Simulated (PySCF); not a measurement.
**Spinor energies of Fe²⁺ (iron, charge +2)**

Start: [Ar] 3d6; 3d3/2 filled at m_j = -3/2, -1/2, +1/2, +3/2; 3d5/2 filled at m_j = +3/2, +5/2. Calculated with PySCF 2.14 in x2c-SVPall-2c (5s5p3d1f, 42 functions): generalised Hartree-Fock with the X2C-1e Hamiltonian and a Gaussian nucleus; one run each with spin-orbit coupling (SO) switched off, then screened by Boettger's factors.

```json
{"spinor shell": "1s1/2", "electrons": "2", "ε, spin-free (eV)": "-7191.5", "ε, screened SO (eV)": "-7191.5", "weight of nominal j (screened SO)": "1.000", "rms radius, screened SO (bohr)": "0.0675"}
{"spinor shell": "2s1/2", "electrons": "2", "ε, spin-free (eV)": "-900.45", "ε, screened SO (eV)": "-900.42", "weight of nominal j (screened SO)": "1.000", "rms radius, screened SO (bohr)": "0.288"}
{"spinor shell": "2p1/2", "electrons": "2", "ε, spin-free (eV)": "-766.63", "ε, screened SO (eV)": "-775.59", "weight of nominal j (screened SO)": "0.988", "rms radius, screened SO (bohr)": "0.259"}
{"spinor shell": "2p3/2", "electrons": "4", "ε, spin-free (eV)": "-766.63", "ε, screened SO (eV)": "-762.19", "weight of nominal j (screened SO)": "0.994", "rms radius, screened SO (bohr)": "0.261"}
{"spinor shell": "3s1/2", "electrons": "2", "ε, spin-free (eV)": "-133.80", "ε, screened SO (eV)": "-133.78", "weight of nominal j (screened SO)": "1.000", "rms radius, screened SO (bohr)": "0.872"}
{"spinor shell": "3p3/2", "electrons": "4", "ε, spin-free (eV)": "-93.417", "ε, screened SO (eV)": "-92.650", "weight of nominal j (screened SO)": "0.830", "rms radius, screened SO (bohr)": "0.937"}
{"spinor shell": "3p1/2", "electrons": "2", "ε, spin-free (eV)": "-93.417", "ε, screened SO (eV)": "-94.941", "weight of nominal j (screened SO)": "0.660", "rms radius, screened SO (bohr)": "0.934"}
{"spinor shell": "3d3/2", "electrons": "4", "ε, spin-free (eV)": "-35.738", "ε, screened SO (eV)": "-35.393", "weight of nominal j (screened SO)": "0.660", "rms radius, screened SO (bohr)": "1.20"}
{"spinor shell": "3d5/2", "electrons": "2", "ε, spin-free (eV)": "-35.738", "ε, screened SO (eV)": "-36.429", "weight of nominal j (screened SO)": "0.895", "rms radius, screened SO (bohr)": "1.18"}
```

```
   quantity    spin-free  screened SO
E (hartree)  -1270.35132  -1270.36706
        M_J            4            4
       ⟨J²⟩       20.006       20.006
       ⟨L²⟩        6.003        6.009
       ⟨S²⟩        6.004        6.000
```

Each row is a mean over spinors that exchange with the open shell spreads, by up to 15.309 eV (3p3/2).

Rows whose weight is well below 1 are mixtures of j = l ± 1/2: exchange outweighs spin-orbit coupling there, and the label is only the starting occupation.

Without spin-orbit coupling the j labels of p, d and f shells carry no meaning; the spin-free column gives the mean over the occupied spinors of each nl shell.
